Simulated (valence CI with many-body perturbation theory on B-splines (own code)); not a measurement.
**Level structure of Sm30+**

Method: valence CI with perturbative core correlation (CI+MBPT): four valence electrons over a frozen Dirac-Fock core [Ar] 3d10, a basis of 11 s, 11 p, 9 d, 7 f, 5 g, 2 h, 1 i functions for each j, with the one-electron correlation potential Σ1 (screened to all orders), the two-electron term Σ2, the three-electron term Σ3, Breit, model QED; selected single and double excitations, second order for the rest (own B-spline code, finite nucleus).

The last digits are not significant, and no measured levels were compared; by estimate large intervals hold to a few tenths of a per cent, small ones and those within an open d or f shell to about a per cent.

Levels 46 to 65 of 65, with energies above the lowest level, (4s^2 4p1/2^2) J=0. "Leading %" is the weight of the configuration and term that name the level; weights of strongly mixed levels are sums over their largest components and can fall short. In the jj column 3d3/2^4 stands for four electrons in 3d with j = 3/2. Lifetimes count E1, E2, E3, M1 and M2 decay at the calculated energies, and are blank where another channel may lead or the interval is too uncertain; long ones can be off by a factor of two.

| No. | Configuration | Term | J | E (eV) | Leading % | Second component | g | Lifetime | Leading jj |
| --- | --- | --- | --- | --- | --- | --- | --- | --- | --- |
| 46 | 4s 4p2 4d | 5P | 2 | 256.82 | 42 | 22 % 4s 4p2 4d 3D | 1.531 | 1.88 ps | 4s 4p1/2 4p3/2 4d3/2 (82 %) |
| 47 | 4s 4p2 4d | 5P | 1 | 257.40 | 53 | 19 % 4s 4p2 4d 3P | 2.049 | 1.93 ps | 4s 4p1/2 4p3/2 4d3/2 (88 %) |
| 48 | 4s 4p2 4d | 3D | 1 | 258.79 | 27 | 24 % 4s 4p2 4d 1P | 0.902 | 3.37 ps | 4s 4p1/2 4p3/2 4d3/2 (57 %) |
| 49 | 4s 4p2 4d | 3P | 2 | 258.91 | 53 | 8 % 4s 4p2 4d 3F | 1.353 | 4.30 ps | 4s 4p1/2 4p3/2 4d5/2 (72 %) |
| 50 | 4s 4p2 4d | 5D | 3 | 259.54 | 35 | 24 % 4s 4p2 4d 3F | 1.281 | 5.95 ps | 4s 4p1/2 4p3/2 4d5/2 (75 %) |
| 51 | 4s 4p2 4d | 3F | 4 | 264.89 | 29 | 23 % 4s 4p2 4d 1G | 1.175 | 6.74 ps | 4s 4p1/2 4p3/2 4d5/2 (64 %) |
| 52 | 4s 4p2 4d | 3D | 1 | 265.23 | 72 | 8 % 4s 4p2 4d 3P | 0.766 | 2.17 ps | 4s 4p1/2 4p3/2 4d3/2 (78 %) |
| 53 | 4s 4p2 4d | 3D | 3 | 266.53 | 53 | 30 % 4s 4p2 4d 3F | 1.254 | 2.24 ps | 4s 4p1/2 4p3/2 4d5/2 (61 %) |
| 54 | 4s 4p2 4d | 1G | 4 | 267.15 | 32 | 30 % 4s 4p2 4d 3G | 1.099 | 16.5 ps | 4s 4p1/2 4p3/2 4d5/2 (88 %) |
| 55 | 4s 4p2 4d | 3D | 3 | 267.31 | 39 | 18 % 4s 4p2 4d 3F | 1.186 | 7.65 ps | 4s 4p1/2 4p3/2 4d5/2 (80 %) |
| 56 | 4s 4p2 4d | 3F | 2 | 268.57 | 39 | 11 % 4s 4p2 4d 1D | 0.908 | 1.90 ps | 4s 4p1/2 4p3/2 4d3/2 (67 %) |
| 57 | 4s 4p2 4d | 3P | 0 | 270.06 | 89 | 6 % 4s2 4d2 3P |  | 2.13 ps | 4s 4p1/2 4p3/2 4d3/2 (65 %) |
| 58 | 4s 4p2 4d | 3D | 1 | 270.51 | 72 | 9 % 4s 4p2 4d 1P | 0.671 | 4.53 ps | 4s 4p1/2 4p3/2 4d5/2 (85 %) |
| 59 | 4s 4p2 4d | 3F | 3 | 274.17 | 33 | 30 % 4s 4p2 4d 1F | 1.056 | 3.15 ps | 4s 4p1/2 4p3/2 4d5/2 (71 %) |
| 60 | 4s 4p2 4d | 3F | 2 | 274.70 | 30 | 24 % 4s 4p2 4d 3D | 1.003 | 2.94 ps | 4s 4p1/2 4p3/2 4d5/2 (56 %) |
| 61 | 4s 4p2 4d | 3P | 1 | 275.13 | 43 | 30 % 4s 4p2 4d 3S | 1.448 | 2.94 ps | 4s 4p1/2 4p3/2 4d5/2 (87 %) |
| 62 | 4s 4p2 4d | 3P | 0 | 275.34 | 53 | 27 % 4s 4p2 4d 1S |  | 2.61 ps | 4s 4p1/2 4p3/2 4d5/2 (50 %) |
| 63 | 4s 4p2 4d | 3D | 2 | 275.86 | 56 | 9 % 4s 4p2 4d 1D | 1.167 | 3.01 ps | 4s 4p1/2 4p3/2 4d5/2 (78 %) |
| 64 | 4s 4p2 4d | 1P | 1 | 278.54 | 33 | 24 % 4s 4p2 4d 3P | 1.146 | 1.63 ps | 4s 4p1/2 4p3/2 4d3/2 (36 %) |
| 65 | 4s 4p2 4d | 3P | 2 | 278.56 | 33 | 20 % 4s 4p2 4d 1D | 1.207 | 1.78 ps | 4s 4p1/2 4p3/2 4d5/2 (59 %) |

Where two levels of one J and parity lie close, their mixing, g and order are uncertain.
